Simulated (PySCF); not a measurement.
Species: C₅H₁₀O₄.
SMILES with atom numbers: `[CH3:1][CH2:2][O:3][CH:4]1[O:5][CH2:6][O:7][CH2:8][O:9]1`

Cartesian coordinates in Å at the GFN2-xTB level; atoms count from 1:
```
atom  x, y, z in Å
C1     3.234   -0.423   -0.550
C2     1.857    0.208   -0.667
O3     0.976   -0.503    0.200
C4    -0.282    0.001    0.257
O5    -0.963   -0.712    1.235
C6    -2.303   -0.310    1.305
O7    -2.954   -0.427    0.076
C8    -2.258    0.289   -0.901
O9    -0.922   -0.109   -0.995
H10    3.933    0.097   -1.199
H11    3.183   -1.468   -0.838
H12    3.583   -0.364    0.477
H13    1.483    0.149   -1.695
H14    1.882    1.266   -0.363
H15   -0.281    1.097    0.531
H16   -2.799   -0.979    2.009
H17   -2.353    0.744    1.656
H18   -2.302    1.375   -0.668
H19   -2.725    0.080   -1.863
```

NICS is the negative of the GIAO shielding at a point without a nucleus: at the ring centre (0) and 1 Å above and below it (1); zz is the component along the ring normal. Level: GIAO PBE0/pcSseg-1 (PySCF, non-relativistic, gas phase) on the GFN2-xTB geometry, one conformer.

Ring bond lengths (Å), with Mayer bond orders in brackets: C4–O5 1.389 (0.97), O5–C6 1.400 (0.96), C6–O7 1.396 (0.96), O7–C8 1.396 (0.97), C8–O9 1.397 (0.96), O9–C4 1.411 (0.92).

Q: What do the NICS probes read (ppm)?

A: 
| ring | type | NICS(0) | NICS(1), two faces | NICS(1)zz, two faces | rms pucker (Å) | centre to ring atoms, mean (Å) |
| --- | --- | --- | --- | --- | --- | --- |
| C4–O5–C6–O7–C8–O9 | 6-membered ring with 3 O; formal bonds all single | -3.6 | -1.3 / -2.5 | 3.1 / 0.7 | 0.21 | 1.35 |

Q: What do they say, and how far can they be read as aromaticity?

A: 
- C4–O5–C6–O7–C8–O9: mean NICS(1)zz 1.9 ppm, near zero. C4, C6, C8 have four or more neighbours, and the NICS criterion for π rings isn't applied.

Q: What is the mean of the two in-plane components of NICS at the first NICS(1) probe listed for ring C4–O5–C6–O7–C8–O9, 1 Å off the ring?

A: The isotropic value is a third of the trace: (3 × -1.3 − (3.1))/2 = -3.5 ppm.

Q: What are the shieldings of the ring atoms and their hydrogens in the same run (means over atoms taken as equivalent)?

A: 
| atoms | environment | σ isotropic (ppm) | principal values of the symmetric part, first atom (ppm) |
| --- | --- | --- | --- |
| C4 | sp3 carbon bearing three or more oxygens | 69.2 | 61.6, 63.9, 82.1 |
| O5 (×2) | cyclic ether oxygen | 203.4 | 167.3, 187.9, 258.6 |
| C6 (×2) | sp3 carbon bearing two oxygens | 92.5 | 69.1, 90.6, 116.0 |
| O7 | cyclic ether oxygen | 237.1 | 178.5, 203.6, 329.1 |
| H15 | methine hydrogen | 26.33 | 24.0, 25.9, 29.1 |
| H16 (×2) | methylene hydrogen | 26.30 | 21.9, 25.4, 31.5 |
| H17 (×2) | methylene hydrogen | 26.52 | 21.7, 26.5, 31.2 |
